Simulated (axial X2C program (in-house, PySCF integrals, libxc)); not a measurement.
Worked dissociation energy of LiCu⁺: r2SCAN, two-component

Computed with an in-house relativistic program for diatomic molecules. Two-component (2c) means X2C with spin–orbit coupling and atomic mean-field two-electron Coulomb and Gaunt terms. Basis: Cu dyall-cv3z [9s9p6d3f2g], Li dyall-cv3z [7s8p2d] (cores contracted in-house); Gaussian nuclei, density fitting, unrestricted open shells. Masses: Cu 62.930 u, Li 7.016 u.

Molecular state: Ω = 1/2 (⟨Sz⟩ = 0.50, ⟨Lz⟩ = 0.00 at r2SCAN).

```
E(Cu) (2M_J = 1)  : -1654.305111 hartree
E(Li+) (2M_J = 0) : -7.282172 hartree
E(LiCu⁺) at Re    : -1661.613459 hartree
ωe                : 239.3 cm⁻¹
ωexe              : 2.52 cm⁻¹
```

(1) Work out De and D0.

The state is one determinant whose occupation by symmetry is held fixed; it was picked as the lowest of a PBE0 search that is not exhaustive. De is counted from the lowest determinant-based energies of the atoms at the same level, without counterpoise correction. Density functionals use the spin component along the axis (collinear).

Each atomic determinant is the lowest at this level and need not be a pure J level. Totals compare only within one Hamiltonian and basis.

Results:

(1) De = -1654.305111 + (-7.282172) − (-1661.613459) = 0.02618 hartree = 0.712 eV. The zero-point energy is ωe/2 − ωexe/4 = 119 cm⁻¹ = 0.015 eV, so D0 = 0.698 eV.
